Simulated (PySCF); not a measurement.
A structure optimised at PBE0-D3(BJ)/def2-SVP, used in a PySCF frequency run:

```
C
H 1 1.1000
H 1 1.1047 2 106.20
N 1 1.4455 2 107.53 3 -117.59
H 4 1.0130 1 115.80 2 172.77
B 4 1.3941 5 118.13 1 -176.86
F 6 1.3309 4 121.02 5 -1.66
F 6 1.3312 7 117.62 4 179.79
C 1 1.5198 2 109.96 3 118.67
H 9 1.1006 1 110.79 2 60.33
H 9 1.1007 10 108.31 1 121.90
H 9 1.1020 10 107.78 11 116.16
```

Task: Write its SMILES and formula.

Result: CCNB(F)F, C2H6BF2N

Task: What are its rotational constants (standard atomic weights)?

Result: 7.2402, 1.9236, 1.6737 GHz
